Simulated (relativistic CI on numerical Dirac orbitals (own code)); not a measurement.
**How well does a small relativistic CI reproduce W I?**

Computed by Dirac-Coulomb-Breit CI, separate exchange-only KLI orbitals for each configuration, model QED, valence Slater integrals scaled by 0.85, P86 correlation energy added to each configuration (own radial code, finite nucleus).

Configuration list (outside the closed core [Xe] 4f14): 5d4 6s2, 5d5 6s, 5d4 6s 6p, 5d5 6p, 5d6, 5d3 6s2 6p, 5d4 6s 6d, 5d3 6s2 5f, 5d5 6d, 5d4 6s 7s, 5d3 6s2 7p, 5d5 5f, 5d5 7s, 5d3 6s2 7s, 5d3 6s2 8s, 5d3 6s2 7d, 5d3 6s2 8p, 5d4 6s 7p, 5d4 6s 5f, 5d3 6s2 5g, 5d3 6s2 6d, 5d3 6s2 9s, 5d3 6s2 6f, 5d3 6s2 8d, 5d4 6s 8s, 5d3 6s2 9p, 5d4 6s 7d, 5d4 6s 8p, 5d2 6s2 5f 7s, 5d4 6s 6f, 5d2 6s2 5f 6d, 5d2 6s2 6p2, 5d2 6s 6p3, 5d 6s2 6p3, 5d2 6s 6p2 6d, 5d 6s2 5f 6p2, 5d2 6s 6p2 7s. Double excitations out of closed p, d and f shells are left out; levels of such configurations are missing from the list, as are those of other unlisted configurations, and high levels can miss mixing partners.

| Configuration | Term (tabulated) | J | Measured (cm⁻¹) | Computed | Error | Purity (%) |
| --- | --- | --- | --- | --- | --- | --- |
| 5d4 6s2 | 5D | 0 | 0.0 | 0 | 0 | 73 |
| 5d4 6s2 | 5D | 1 | 1670.3 | 1078 | -592 | 80 |
| 5d5 6s | 7S | 3 | 2951.3 | -2602 | -5553 | 95 |
| 5d4 6s2 | 5D | 2 | 3325.5 | 2330 | -996 | 82 |
| 5d4 6s2 | 5D | 3 | 4830.0 | 3611 | -1219 | 79 |
| 5d4 6s2 | 5D | 4 | 6219.3 | 4955 | -1264 | 75 |
| 5d4 6s2 | a 3P | 1 | 13307.1 | 13074 | -234 | 57 |
| 5d5 6p | 7P° | 2 | 26229.8 | 29912 | 3682 | 64 |

Measured levels from NIST Handbook of Basic Atomic Spectroscopic Data (Sansonetti and Martin, J. Phys. Chem. Ref. Data 34, 1559 (2005)); pairs were made by configuration, J and term (by order where the table uses no LS term), so strongly mixed levels may be paired wrongly.

Mean error by configuration (cm⁻¹): 5d4 6s2 -861; 5d5 6s -5553; 5d5 6p 3682. Over the excited levels the mean absolute error is 1934 cm⁻¹ (7 of the 13 excited levels that our extract of the source holds in range could be paired, and the others can miss by more), and the median relative error of those above 1,000 cm⁻¹ is 25 %.

Transition probabilities of persistent lines. The last column rescales the computed rate by the cube of measured over computed energy:

| λ measured (Å) | Lower | Upper | A tabulated (s⁻¹) | A computed | A rescaled |
| --- | --- | --- | --- | --- | --- |
| 4294.61 air | 5d5 6s 7S_3 | 5d5 6p 7P°_2 | 1.20e+07 | 2.51e+08 | 9.22e+07 |
